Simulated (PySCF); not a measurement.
C₄H₈OSSi₂, SMILES S[SiH2][SiH2]c1ccco1, GFN2-xTB optimised geometry.

```
16

S     -3.86    -1.93    -0.57
Si    -2.19    -0.57    -0.41
Si    -0.23    -1.74     0.01
C      1.08    -0.41     0.00
C      2.45    -0.41     0.00
C      2.86     0.94     0.00
C      1.71     1.68     0.00
O      0.64     0.88     0.00
H     -3.38    -2.67    -1.56
H     -2.66     0.30     0.65
H     -2.21     0.19    -1.67
H      0.12    -2.74    -1.01
H     -0.19    -2.44     1.30
H      3.08    -1.27     0.00
H      3.86     1.32     0.00
H      1.54     2.74     0.00
```

Density from PBE/def2-TZVP in PySCF 2.14.0 at that geometry.

Minimum of the electron density along straight lines between bonded atoms, close to the bond critical point (lines longer than 1.1 times the sum of covalent radii, or with two minima, are not listed):

```csv
bond,length / Å,ρ at the minimum / e bohr⁻³,∇²ρ there / e bohr⁻⁵,position (fraction from the first atom)
S1–Si2,2.165,0.093,0.07,0.64
Si2–Si3,2.316,0.096,-0.17,0.51
Si3–C4,1.870,0.117,0.23,0.39
C4–C5,1.368,0.330,-0.94,0.51
C5–C6,1.412,0.297,-0.78,0.50
C6–C7,1.362,0.333,-0.96,0.48
C4–O8,1.360,0.283,-0.28,0.34
C7–O8,1.340,0.300,-0.31,0.34
S1–H9,1.324,0.219,-0.63,0.63
Si2–H10,1.458,0.125,0.17,0.50
Si2–H11,1.465,0.124,0.16,0.50
Si3–H12,1.472,0.121,0.16,0.50
Si3–H13,1.470,0.122,0.17,0.50
C5–H14,1.071,0.289,-1.03,0.65
C6–H15,1.071,0.288,-1.03,0.65
C7–H16,1.072,0.293,-1.06,0.65
```
